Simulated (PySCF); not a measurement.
State search for MgBi⁺

Unrestricted PBE0; basis Mg aug-cc-pVDZ, Bi aug-cc-pVDZ-PP with ECP60; scalar-relativistic core potentials; PySCF 2.14. Outer shells of the fragments: Mg 3s2; Bi+ 5d10 6s2 6p2.

Followed along the bond (rough minima from three points):

```tsv
2Ms+1	unpaired	⟨S²⟩ at the start	R at minimum (Å)	Te (eV)
3	π ↑↑	2.08	2.83	0.00
1	π ↑↓	1.00	2.80	0.35
1	none	0.00	none in the scan	≤ 1.22
3	σ ↑, π ↑	2.01	none in the scan	≤ 1.38
1	σ ↓, π ↑	1.00	none in the scan	≤ 1.48
```

Solutions found at the starting distance of 2.915 Å, counted from the lowest of them; the search is not exhaustive and high or unbound solutions are not listed, so other states can lie among these:

| 2Ms+1 | unpaired | term | E (eV) | ⟨S²⟩ | ⟨Lz²⟩ | μ (D) |
| --- | --- | --- | --- | --- | --- | --- |
| 3 | π ↑↑ | ³Σ⁻ | 0.00 | 2.08 | 0.00 | -9.12 |
| 1 | π ↑↓ | mixed | 0.36 | 1.00 | 2.01 | -9.28 |
| 1 | none | mixed | 1.23 | 0.00 | 2.00 | -9.23 |
| 3 | σ ↑, π ↑ | ³Π | 1.48 | 2.01 | 1.00 | -4.26 |
| 1 | σ ↓, π ↑ | mixed | 1.56 | 1.00 | 1.00 | -4.35 |
| 3 | σ ↑↑, π ↑↓ | mixed | 2.21 | 3.01 | 2.01 | -6.20 |
| 1 | σ ↓↓, π ↑↑ | mixed | 2.22 | 2.01 | 0.00 | -6.21 |
| 3 | σ ↑, π ↑ | ³Π | 2.61 | 2.01 | 1.02 | -11.23 |
| 1 | σ ↓, π ↑ | mixed | 2.78 | 1.05 | 1.01 | -10.93 |
| 3 | π ↑↑ | mixed | 4.10 | 2.01 | 2.01 | -4.44 |

A term symbol is given only where ⟨S²⟩ and ⟨Lz²⟩ are close to those of a pure state; real π, δ and φ orbitals otherwise mix terms. A positive dipole points towards Bi; it is taken about the centre of mass and depends on that origin.

These are scalar-relativistic numbers at best; spin–orbit coupling would shift them, the dissociation energy most. Counting both spins, an empty level lies below a filled one in some of these solutions, because spin and occupation are held.
